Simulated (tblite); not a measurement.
Species: C3H8N2OSi.
SMILES with atom numbers: `[CH2:1]=[CH:2][NH:3][C:4](=[O:5])[SiH2:6][NH2:7]` (hydrogens: H8, H9 on C1; H10 on C2; H11 on N3; H12, H13 on Si6; H14, H15 on N7)

Cartesian coordinates in Å at the GFN2-xTB level; atoms count from 1:
```xyz
15
C3H8N2OSi angstrom
C     -2.821    0.950    0.009
C     -1.997   -0.032   -0.327
N     -0.653   -0.058    0.000
C      0.206   -1.066   -0.336
O     -0.161   -2.045   -0.960
Si     2.012   -0.854    0.268
N      2.217    0.861    0.383
H     -3.856    0.926   -0.273
H     -2.487    1.804    0.573
H     -2.310   -0.897   -0.892
H     -0.284    0.719    0.530
H      2.887   -1.588   -0.647
H      2.145   -1.336    1.643
H      2.051    1.424   -0.438
H      3.044    1.202    0.848
```

All values are computed: GFN2-xTB (tblite) harmonic vibrations without scaling, gas phase. Against measured fundamentals such values can be off by several per cent, at times by over 20. Modes of hydrogen on silicon can be 10 to 20 % off. One conformer, not necessarily the lowest.

Harmonic wavenumbers (cm⁻¹): 47.5, 96.6, 114.1, 146.4, 200.4, 258.5, 304.0, 409.5, 426.5, 436.0, 531.8, 584.4, 615.3, 639.2, 677.0, 705.2, 781.2, 820.0, 833.5, 848.6, 884.9, 950.2, 1003.6, 1133.8, 1223.2, 1246.1, 1358.4, 1423.6, 1528.4, 1686.0, 1696.7, 2251.3, 2271.9, 3090.6, 3107.6, 3159.5, 3417.5, 3452.5, 3487.1.

A = 3823, B = 1258, C = 975.4 MHz; mass 116.041 u (most abundant isotopes); point group C1, symmetry number 1.

Problem. Zero-point energy?

Solution. ½Σν̃ = 23924 cm⁻¹ = 68.40 kcal/mol.

Problem. Entropy at 273.15 K, 1 bar (ideal gas, RRHO, classical rotation)?

Solution. Translation 39.75, rotation 28.36, vibration 23.65: S = 91.8 cal/(mol K).

Problem. And Cp and H(273.15 K) − H(0)?

Solution. Cp = 33.75 cal/(mol K), of which vibrations give 25.80 (their classical limit is 39 R = 77.5); H(273.15 K) − H(0) = 5.67 kcal/mol without the zero-point energy, 3.50 from vibrations.

Problem. What must be added to the electronic energy to get the Gibbs energy at 273.15 K and 1 bar?

Solution. ZPE + [H(273.15 K) − H(0)] − T·S = 68.40 + 5.67 − 25.06 = 49.01 kcal/mol.

Problem. Blend soft modes into free rotors: weight 1/[1 + (100 cm⁻¹/ν̃)⁴] for the oscillator and the rest for a rotor with moment μB/(μ + B), μ = h/(8π²ν), B = 10⁻⁴⁴ kg m². What vibrational entropy results?

Solution. 22.03 cal/(mol K) in place of 23.65, which changes −T·S at 273.15 K by +0.44 kcal/mol.

Problem. How do the functions run with temperature in this model?

Solution. 
| T (K) | S (cal/(mol K)) | Cp (cal/(mol K)) | H − H(0) (kcal/mol) | G − H(0) (kcal/mol) | ln q(vib) |
| --- | --- | --- | --- | --- | --- |
| 50 | 57.2 | 12.4 | 0.48 | -2.37 | 0.42 |
| 100 | 67.4 | 17.4 | 1.23 | -5.50 | 1.44 |
| 298.15 | 94.8 | 35.9 | 6.54 | -21.73 | 6.04 |
| 373.15 | 103.5 | 41.7 | 9.46 | -29.17 | 7.81 |
| 500 | 116.9 | 49.6 | 15.28 | -43.16 | 10.75 |
| 750 | 139.1 | 59.8 | 29.05 | -75.26 | 16.18 |
| 1000 | 157.3 | 66.5 | 44.90 | -112.37 | 21.08 |

q(vib) and H(0) count from the zero-point level.

Hindered rotation and anharmonicity are outside this model. Other conformers, if any are populated, would add a mixing term that is left out. The structure is chiral; the term R ln 2 for an equal mix with its mirror image is left out.

The run took 1.0 s on an Intel Xeon at 2.50 GHz with one thread, no GPU (shared host). The figure is for the frequency step alone.
